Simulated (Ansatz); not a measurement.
The cluster PtSe₂⁺, relaxed as a doublet with UKS PBE-D4/def2-TZVP in Ansatz, starting from the GFN1-xTB geometry. Force threshold 0.02 eV/Å.

In the def2 sets Pt takes a core potential; there is no spin–orbit coupling. The relaxation made no stability test and no search for a lower SCF solution. The structure comes from a short search, and lower isomers may exist.

Start:

```tsv
atom	x (Å)	y (Å)	z (Å)
Pt1	0.7689	0.7100	0.8670
Se2	-1.2081	0.3693	-0.2954
Se3	0.4392	-1.0793	-0.5716
```

Task: Estimate the energy that the relaxation releases and the steps that it takes.

Result: 5.6 kJ/mol, in 3 steps; 5.5 s on 4 threads of Arm Neoverse V2 on a shared host. No frequencies were taken in this run, so the end may be a saddle point.

Task: Does the start keep its bonding and symmetry?

Result: By distances, no bond broke or formed. The bond that changes most is Se2–Se3, from 2.21 to 2.26 Å (atoms count from 1). Point group C2v at the start, C2v at the end, both within 0.05 Å.

Task: Predict the relaxed structure.

Result: 
```xyz
3

Pt    0.785    0.725    0.885
Se   -1.236    0.379   -0.301
Se    0.451   -1.104   -0.584
```
Bond lengths: 2 × Pt–Se 2.37 Å; 1 × Se–Se 2.26 Å.
